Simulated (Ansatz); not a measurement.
`c1cc2sc(-c3cc4sc(-c5cc6sc(-c7cc8sc(-c9cc%10sccc%10s9)cc8s7)cc6s5)cc4s3)cc2s1` with charge -1. The state is a doublet with charge -1. Geometry r2SCAN-D4/def2-SVP, that of the neutral singlet; atoms count from 1.

```xyz
52

C    13.5871    2.4622   -4.0845
C    12.6287    1.7597   -4.7794
C    11.4085    1.7176   -4.0551
S     9.8416    1.0266   -4.3237
C     9.2496    1.6591   -2.7879
C     7.8925    1.4118   -2.3725
C     7.3680    1.4922   -1.0865
C     5.9888    1.1965   -1.0683
S     4.7689    1.1067    0.1632
C     3.5451    0.6426   -1.0212
C     2.1948    0.4004   -0.5984
C     1.6628    0.4656    0.6861
C     0.2862    0.1615    0.6964
S    -0.9407    0.0705    1.9188
C    -2.1578   -0.3875    0.7280
C    -3.5178   -0.6319    1.1250
C    -4.6236   -0.8116    0.2974
C    -5.7991   -1.0369    1.0413
S    -7.4655   -1.3182    0.6464
C    -7.8980   -1.4236    2.3532
C    -9.2641   -1.6695    2.7300
C   -10.3683   -1.8485    1.9067
C   -11.5476   -2.0700    2.6552
S   -13.2147   -2.3578    2.2702
C   -13.6244   -2.4614    3.9565
C   -12.5450   -2.2852    4.7925
C   -11.3588   -2.0619    4.0457
S    -9.6938   -1.7760    4.4371
C    -6.7936   -1.2449    3.1791
C    -5.6151   -1.0284    2.4350
S    -3.9501   -0.7502    2.8299
C    -1.6244   -0.4557   -0.5569
C    -0.2511   -0.1416   -0.5674
S     0.9736   -0.0451   -1.7925
C     4.0728    0.5641   -2.3066
C     5.4473    0.8775   -2.3262
S     6.6641    0.9709   -3.5579
C    10.2333    2.3602   -2.1018
C    11.4514    2.3844   -2.8200
S    13.0226    3.0740   -2.5571
H    14.6154    2.6598   -4.3883
H    12.8027    1.3048   -5.7559
H     7.9755    1.7279   -0.2113
H     2.2581    0.7238    1.5641
H    -4.5678   -0.7610   -0.7905
H   -10.3100   -1.8185    0.8172
H   -14.6599   -2.6499    4.2411
H   -12.6136   -2.3170    5.8806
H    -6.8548   -1.2730    4.2685
H    -2.2118   -0.7364   -1.4319
H     3.4765    0.2906   -3.1796
H    10.0553    2.8508   -1.1436
```

Single mean-field runs in def2-SVP are fitted with def2-universal-jkfit.

Question: Estimate the Mulliken populations of the heavy atoms from the PBE0/def2-SVP orbitals of Ansatz.

Answer: 
```json
{"atom": "C1", "charge (e)": "-0.15", "spin (α − β)": "0.06"}
{"atom": "C2", "charge (e)": "0.00", "spin (α − β)": "-0.03"}
{"atom": "C3", "charge (e)": "-0.09", "spin (α − β)": "0.05"}
{"atom": "S4", "charge (e)": "0.11", "spin (α − β)": "0.02"}
{"atom": "C5", "charge (e)": "-0.10", "spin (α − β)": "-0.03"}
{"atom": "C6", "charge (e)": "-0.12", "spin (α − β)": "0.10"}
{"atom": "C7", "charge (e)": "-0.03", "spin (α − β)": "-0.02"}
{"atom": "C8", "charge (e)": "-0.06", "spin (α − β)": "0.04"}
{"atom": "S9", "charge (e)": "0.09", "spin (α − β)": "0.03"}
{"atom": "C10", "charge (e)": "-0.09", "spin (α − β)": "0.02"}
{"atom": "C11", "charge (e)": "-0.10", "spin (α − β)": "0.07"}
{"atom": "C12", "charge (e)": "-0.06", "spin (α − β)": "0.03"}
{"atom": "C13", "charge (e)": "-0.06", "spin (α − β)": "0.00"}
{"atom": "S14", "charge (e)": "0.10", "spin (α − β)": "0.03"}
{"atom": "C15", "charge (e)": "-0.11", "spin (α − β)": "0.07"}
{"atom": "C16", "charge (e)": "-0.10", "spin (α − β)": "0.02"}
{"atom": "C17", "charge (e)": "-0.05", "spin (α − β)": "0.07"}
{"atom": "C18", "charge (e)": "-0.05", "spin (α − β)": "-0.03"}
{"atom": "S19", "charge (e)": "0.09", "spin (α − β)": "0.02"}
{"atom": "C20", "charge (e)": "-0.11", "spin (α − β)": "0.10"}
{"atom": "C21", "charge (e)": "-0.09", "spin (α − β)": "-0.03"}
{"atom": "C22", "charge (e)": "-0.06", "spin (α − β)": "0.09"}
{"atom": "C23", "charge (e)": "-0.08", "spin (α − β)": "-0.04"}
{"atom": "S24", "charge (e)": "0.09", "spin (α − β)": "0.01"}
{"atom": "C25", "charge (e)": "-0.15", "spin (α − β)": "0.07"}
{"atom": "C26", "charge (e)": "0.00", "spin (α − β)": "-0.03"}
{"atom": "C27", "charge (e)": "-0.08", "spin (α − β)": "0.05"}
{"atom": "S28", "charge (e)": "0.10", "spin (α − β)": "0.02"}
{"atom": "C29", "charge (e)": "-0.05", "spin (α − β)": "-0.02"}
{"atom": "C30", "charge (e)": "-0.06", "spin (α − β)": "0.04"}
{"atom": "S31", "charge (e)": "0.10", "spin (α − β)": "0.03"}
{"atom": "C32", "charge (e)": "-0.04", "spin (α − β)": "0.03"}
{"atom": "C33", "charge (e)": "-0.05", "spin (α − β)": "0.00"}
{"atom": "S34", "charge (e)": "0.08", "spin (α − β)": "0.03"}
{"atom": "C35", "charge (e)": "-0.06", "spin (α − β)": "0.08"}
{"atom": "C36", "charge (e)": "-0.05", "spin (α − β)": "-0.03"}
{"atom": "S37", "charge (e)": "0.10", "spin (α − β)": "0.02"}
{"atom": "C38", "charge (e)": "-0.04", "spin (α − β)": "0.08"}
{"atom": "C39", "charge (e)": "-0.08", "spin (α − β)": "-0.03"}
{"atom": "S40", "charge (e)": "0.09", "spin (α − β)": "0.01"}
```
Mulliken values depend strongly on the basis.

Question: Where does the spin sit?

Answer: Summed by element: C 0.79, S 0.23, H -0.02, of 1 unpaired in all. Largest on single atoms: C20 0.10, C6 0.10, C22 0.09.

Question: And the Mayer bond orders between heavy atoms (over 0.3, the first 40 of 49)?

Answer: C1–C2 1.56 (1.38 Å); C1–S40 1.13 (1.74 Å); C2–C3 1.28 (1.42 Å); C3–S4 1.06 (1.73 Å); C3–C39 1.40 (1.40 Å); S4–C5 1.09 (1.76 Å); C5–C6 1.19 (1.44 Å); C5–C38 1.49 (1.39 Å); C6–C7 1.46 (1.39 Å); C6–S37 1.07 (1.76 Å); C7–C8 1.33 (1.41 Å); C8–S9 1.05 (1.74 Å); C8–C36 1.37 (1.41 Å); S9–C10 1.07 (1.77 Å); C10–C11 1.28 (1.44 Å); C10–C35 1.41 (1.39 Å); C11–C12 1.41 (1.39 Å); C11–S34 1.06 (1.77 Å); C12–C13 1.35 (1.41 Å); C13–S14 1.05 (1.73 Å); C13–C33 1.36 (1.41 Å); S14–C15 1.06 (1.76 Å); C15–C16 1.25 (1.44 Å); C15–C32 1.43 (1.39 Å); C16–C17 1.43 (1.39 Å); C16–S31 1.07 (1.76 Å); C17–C18 1.33 (1.41 Å); C18–S19 1.06 (1.74 Å); C18–C30 1.37 (1.41 Å); S19–C20 1.06 (1.76 Å); C20–C21 1.24 (1.44 Å); C20–C29 1.43 (1.39 Å); C21–C22 1.46 (1.39 Å); C21–S28 1.08 (1.76 Å); C22–C23 1.29 (1.41 Å); C23–S24 1.08 (1.74 Å); C23–C27 1.41 (1.40 Å); S24–C25 1.13 (1.74 Å); C25–C26 1.55 (1.38 Å); C26–C27 1.28 (1.42 Å).
